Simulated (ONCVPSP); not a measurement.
# carbon (C): one change to an ONCV potential, before and after

C, optimised norm-conserving Vanderbilt (ONCV), made with ONCVPSP 4.0.1 (BLYP, scalar-relativistic). Core [He], reference 2s2 2p1.5 (charge +0.5). Waves: 2s: rc 1.30 bohr, ncon 4, nbas 7, qcut 5.5 1/bohr, 2 projectors, debl 1 Ha; 2p: rc 2.90 bohr, ncon 3, nbas 7, qcut 4.5 1/bohr, 3 projectors, debl 2 Ha; d scattering state at 0.02 Ha: rc 2.75 bohr, ncon 4, nbas 7, qcut 3.8 1/bohr, 2 projectors, debl 1.7 Ha. Local part: polynomial inside 1.05 bohr (lpopt 5, dvloc0 4 Ha). Core correction: Teter function, fcfact 4.5, rcfact 1.05.

Change: p: qcut 3.2.

Cutoffs: the cutoffs (Ha) at which the residual kinetic energy of the hardest occupied pseudo-wave falls to 1 and 0.1 mHa per electron; they do not see the model core or the augmentation charge, which bear on the density cutoff. Errors are all-electron minus pseudo energies relative to the spin-unpolarised reference configuration.

Q: How do hardness, ghosts and transferability respond?

A: The potential gets neither clearly harder nor softer (17 Ha and 62 Ha → 17 Ha and 62 Ha); the s channel sets the loose cutoff, while the largest relative change is in p, which becomes softer; of the 4 tests that both files solve, the error grows in 4 and shrinks in 0 by more than 15 % and 0.3 meV (median size 583.1 → 934.7 meV); neither file shows a bound ghost.

```csv
quantity,base,changed
"cutoff, loose",17 Ha,17 Ha
"cutoff, tight",62 Ha,62 Ha
loose cutoff by channel,"s 17 Ha, p 7.1 Ha","s 17 Ha, p 5.9 Ha"
bound ghosts,none,none
GHOST(+) flags under 300 eV,none,none
"error for 2s2 2p2, meV [ΔE -3.94 eV]",+38,+72
"error for 2s2 2p1, meV [ΔE 6.89 eV]",+75,+128
"error for 2s2 2p0, meV [ΔE 31.06 eV]",+1091,+1742
"error for 2s1 2p0, meV [ΔE 79.22 eV]",+2242,+3537
s: phases at 1.32 bohr within 0.05 rad from the reference energy up to (Ha; the scan ends near 5),to the end of the scan,to the end of the scan
p: phases at 2.94 bohr within 0.05 rad from the reference energy up to (Ha; the scan ends near 5),0.3,0.1
d: phases at 2.79 bohr within 0.05 rad from the reference energy up to (Ha; the scan ends near 5),to the end of the scan,to the end of the scan
"rms error of d²Exc/dni dnj with the model core, mHa",1.77,1.80
```
